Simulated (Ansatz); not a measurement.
```
atom   x (Å)   y (Å)   z (Å)
  Cr  0.0000  0.0000  0.0000
   F  0.0000  0.0000  5.3400
```

Basis set: pcseg-2 (spherical functions). Some runs use density fitting. Charge 0, multiplicity 6.

Computed with Ansatz (development build ahead of 0.2.0); each method stands on the lowest determinant of its kind that the runs found.

The atomization energy at this shape (free ground-state atoms in the same class of orbitals less the molecule, no zero-point energy) of sextet CrF in separate pieces:

```csv
method,atomization energy
PBE0 (unrestricted),45.6 kJ/mol
```

What does PBE (unrestricted) give?

101.4 kJ/mol. Caution: charge can spread falsely over distant fragments; other spin multiplicities were not run; the shape is not the minimum; the unrestricted determinant is spin contaminated.
